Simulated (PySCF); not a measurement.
Frontier orbitals and the lowest excitations

Compound: C8H15NSi2.
SMILES with atom numbers: `[CH3:1][N:2]([CH3:3])[SiH2:4][c:5]1[cH:6][cH:7][c:8]([SiH3:9])[cH:10][cH:11]1` (hydrogens: H12, H13, H14 on C1; H15, H16, H17 on C3; H18, H19 on Si4; H20 on C6; H21 on C7; H22, H23, H24 on Si9; H25 on C10; H26 on C11)

Geometry (PBE0-D3(BJ)/def2-SVP, Å), atoms numbered from 1 in this order:
```xyz
26
C8H15NSi2 angstrom
C     -4.2823    0.1561   -1.0451
N     -3.0356   -0.0807   -0.3631
C     -2.8230   -1.4567    0.0127
Si    -2.1578    1.1893    0.4323
C     -0.3205    0.8093    0.3386
C      0.2340    0.2817   -0.8376
C      1.5974    0.0164   -0.9297
C      2.4572    0.2698    0.1509
Si     4.3040   -0.0474    0.0106
C      1.9016    0.7910    1.3281
C      0.5357    1.0537    1.4206
H     -4.3530   -0.4635   -1.9588
H     -5.1692   -0.0810   -0.4223
H     -4.3622    1.2093   -1.3526
H     -1.8287   -1.5868    0.4668
H     -2.8681   -2.1180   -0.8728
H     -3.5772   -1.8269    0.7371
H     -2.5140    2.4474   -0.2933
H     -2.4766    1.3925    1.8888
H     -0.4187    0.0653   -1.6888
H      1.9968   -0.4011   -1.8592
H      4.5540   -1.1880   -0.9223
H      4.8677   -0.3670    1.3575
H      5.0199    1.1541   -0.5217
H      2.5410    0.9876    2.1942
H      0.1293    1.4497    2.3564
```

Computed with PySCF, TDDFT B3LYP/def2-SVPD, vertical, gas phase, core orbitals frozen in the response.

Kohn–Sham orbitals with the atoms that hold most of them (Löwdin shares over 4%, at most four atoms; ? is withheld):

```csv
orbital,ε (eV),atoms
LUMO+2,0.21,"Si9 21%, Si4 8%, C7 7%, C10 6%"
LUMO+1,-0.75,"C7 19%, C11 18%, C6 16%, C10 15%"
LUMO,-1.25,"C8 19%, C5 19%, C10 10%, C6 10%"
HOMO,?,?
HOMO-1,-7.20,?
HOMO-2,-7.27,"C7 22%, C11 22%, C6 18%, C10 17%"
HOMO-3,-8.36,"C5 15%, C8 13%, Si4 11%, Si9 10%"
```

Task: Which atoms hold the HOMO, and with what shares?

Result: N2 (bonded to 2 C and Si) 54%; C1 (bonded to N and 3 H) 9%; C3 (bonded to N and 3 H) 8%; Si4 (bonded to C, N and 2 H) 7%. By element: nitrogen 54%, carbon 17% or more, silicon 7% or more.

Task: Give the leading atoms of the HOMO-1.

Result: C8 (bonded to 2 C and Si) 22%; C5 (bonded to 2 C and Si) 22%; C10 (bonded to 2 C and H) 12%; C6 (bonded to 2 C and H) 12%.

Task: What is the HOMO energy, and the HOMO–LUMO gap?

Result: ε(HOMO) = -6.18 eV; the gap is 4.93 eV (0.1811 hartree).

Task: The HOMO–LUMO gap is 4.93 eV. Where does the response calculation put the lowest singlet, and from which orbitals?

Result: S1 is at 4.21 eV (f = 0.0017), 0.72 eV below the gap, made of HOMO→LUMO (99%). Without the coupling terms of the response equations the lowest excitation would equal the gap.

Task: Give energy, strength and leading configuration of S1 and S2, and follow the Löwdin shares of the leading atoms from the occupied to the empty orbital.

Result: 
- S1 (4.21 eV, f 0.0017), HOMO→LUMO (99%): N2 54% → at most 11%, C1 9% → at most 11%, C8 at most 8% → 19%, C5 at most 8% → 19%
- S2 (4.75 eV, f 0.0001), HOMO→LUMO+1 (99%): N2 54% → at most 16%, C1 9% → at most 16%, C7 at most 8% → 19%, C11 at most 8% → 18%

One conformer stands for the species.
